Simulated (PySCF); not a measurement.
SMILES Cl[SiH](Cl)C[SiH](F)F (CAM-B3LYP/def2-SVP optimised geometry):

```
11

Si    -0.092    -1.958     0.000
F     -0.547    -2.663     1.376
F      1.523    -1.958     0.000
C     -0.662    -0.195     0.000
Si     0.370     0.981    -1.006
Cl    -0.613     2.783    -1.176
Cl     0.615     0.175    -2.890
H     -0.573    -2.783    -1.119
H     -1.701    -0.152    -0.368
H     -0.676     0.166     1.043
H      1.701     1.237    -0.424
```

Calculation: CAM-B3LYP/def2-TZVP run with PySCF 2.14.0.

### Question
What are the frontier orbital energies and the dipole moment?

### Answer
HOMO-2 -11.05 eV, HOMO-1 -10.78 eV, HOMO -10.47 eV, LUMO 1.01 eV, LUMO+1 1.25 eV; dipole moment 1.26 D.

On the same geometry PBE/def2-TZVP (PySCF) gives HOMO-2 -8.22 eV, HOMO-1 -7.99 eV, HOMO -7.73 eV, LUMO -1.00 eV, LUMO+1 -0.78 eV; dipole moment 1.24 D.

Meta-Löwdin charges at CAM-B3LYP/def2-TZVP: Si1 1.35, F2 -0.50, F3 -0.50, C4 -0.76, Si5 0.90, Cl6 -0.29, Cl7 -0.30, H8 -0.12, H9 0.16, H10 0.16, H11 -0.09.
